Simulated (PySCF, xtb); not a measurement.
C2H5BrSi, SMILES C=C[SiH2]Br. The values are those of a single conformer.

Harmonic wavenumbers (cm⁻¹) from GFN2-xTB (xtb) at its own minimum, in rising order: 35, 125, 275, 393, 461, 530, 592, 712, 741, 770, 924, 1010, 1023, 1272, 1422, 1670, 2312, 2337, 3026, 3082, 3101.

Q: What does B3LYP-D3(BJ)/def2-SVP in PySCF give at its own minimum? (Estimate from the structure and the level; the computed values follow.)

A: 73, 158, 270, 403, 510, 590, 689, 737, 860, 948, 995, 1016, 1035, 1275, 1421, 1665, 2236, 2244, 3116, 3139, 3207. Paired by order, the mean absolute difference is 54 cm⁻¹ and the zero-point energies are 36.9 and 38.0 kcal/mol.
